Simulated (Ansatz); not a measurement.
Cl₂ (SMILES ClCl), singlet, geometry from GFN2-xTB, atoms displaced at random by about 0.05 Å a coordinate; PBE0/def2-SVP (Ansatz, a first-principles code).

The Ansatz input:
Ansatz 0.2 input:
```yaml
crystal:
  periodic: [false, false, false]
  atoms:
    - {symbol: Cl, position_ang: [-0.05524142, 0.01170909, -1.05831950]}
    - {symbol: Cl, position_ang: [-0.03218011, 0.00533073, 1.03086439]}
basis:
  gaussian:
    orbitals: def2-SVP
hamiltonian:
  xc: pbe0
relax: {}
```

Predict the main parts of the log of this Ansatz run.


```
Functional definition: PBE0
338 factors; integrals over basis functions are off by at most 1.3e-4 eV
mean field evaluation 1: about -25027.8482 eV, gradient 7.0e0 eV
mean field evaluation 2: about -25027.9119 eV, gradient 4.8e0 eV
mean field evaluation 4: about -25027.9672 eV, gradient 6.6e-2 eV
mean field evaluation 8: about -25027.9687 eV, gradient 4.9e-4 eV
mean field -25027.96865136 eV, -919.7608833709 hartree, gradient 9.9e-6 eV, S^2 0.000000; 0 other end points of the search recorded, 0 dependent functions left out
the calculation of the forces begins
reference -25027.96866368 eV, -919.7608838239 hartree; 17, 17 occupied and 19, 19 virtual orbitals, 338 factors
relax step   1: F+E_penalty+E_count = -25027.96865136 eV  Δ(F+E_penalty+E_count) = +0.000e0 eV  max|allowed force component| = 9.835e-1 eV/Å  Δτ_max = 0.0000 Å  (20 SCF iters, accepted)
these checks for a lower state are left out or cut short: starts, cluster_reference, orbital_swaps, neighbouring_geometries, increment
338 factors; integrals over basis functions are off by at most 1.8e-4 eV
mean field evaluation 16: about -25028.0000 eV, gradient 3.0e-4 eV
mean field -25027.99998755 eV, -919.7620349549 hartree, gradient 6.3e-6 eV, S^2 0.000000; 0 other end points of the search recorded, 0 dependent functions left out
the calculation of the forces begins
reference -25027.99999977 eV, -919.7620354038 hartree; 17, 17 occupied and 19, 19 virtual orbitals, 338 factors
relax step   2: F+E_penalty+E_count = -25027.99998755 eV  Δ(F+E_penalty+E_count) = -3.134e-2 eV  max|allowed force component| = 2.359e-1 eV/Å  Δτ_max = 0.0251 Å  (24 SCF iters, accepted)
these checks for a lower state are left out or cut short: starts, cluster_reference, orbital_swaps, neighbouring_geometries, increment
338 factors; integrals over basis functions are off by at most 1.9e-4 eV
mean field -25028.00152394 eV, -919.7620914159 hartree, gradient 5.7e-6 eV, S^2 0.000000; 0 other end points of the search recorded, 0 dependent functions left out
the calculation of the forces begins
reference -25028.00153611 eV, -919.7620918634 hartree; 17, 17 occupied and 19, 19 virtual orbitals, 338 factors
relax step   3: F+E_penalty+E_count = -25028.00152394 eV  Δ(F+E_penalty+E_count) = -1.536e-3 eV  max|allowed force component| = 5.609e-2 eV/Å  Δτ_max = 0.0084 Å  (24 SCF iters, accepted)
these checks for a lower state are left out or cut short: starts, cluster_reference, orbital_swaps, neighbouring_geometries, increment
338 factors; integrals over basis functions are off by at most 1.9e-4 eV
mean field evaluation 32: about -25028.0016 eV, gradient 5.0e-6 eV
mean field -25028.00161094 eV, -919.7620946132 hartree, gradient 5.4e-6 eV, S^2 0.000000; 0 other end points of the search recorded, 0 dependent functions left out
the calculation of the forces begins
reference -25028.00162312 eV, -919.7620950609 hartree; 17, 17 occupied and 19, 19 virtual orbitals, 338 factors
relax step   4: F+E_penalty+E_count = -25028.00161094 eV  Δ(F+E_penalty+E_count) = -8.700e-5 eV  max|allowed force component| = 3.651e-4 eV/Å  Δτ_max = 0.0016 Å  (21 SCF iters, accepted)
338 factors; integrals over basis functions are off by at most 1.9e-4 eV
mean field -25028.00161094 eV, -919.7620946132 hartree, gradient 5.4e-6 eV, S^2 0.000000; 1 other end points of the search recorded, 0 dependent functions left out
the calculation of the forces begins
reference -25028.00162312 eV, -919.7620950609 hartree; 17, 17 occupied and 19, 19 virtual orbitals, 338 factors
Total energy: -25028.00162312 eV, -919.7620950609 hartree
Atom 0 at    -0.054890     0.011612    -1.026442 Å, force     0.000004    -0.000001     0.000365 eV/Å
Atom 1 at    -0.032532     0.005428     0.998987 Å, force    -0.000004     0.000001    -0.000365 eV/Å
Dipole moment:     0.000000     0.000000     0.000000 e Å
```
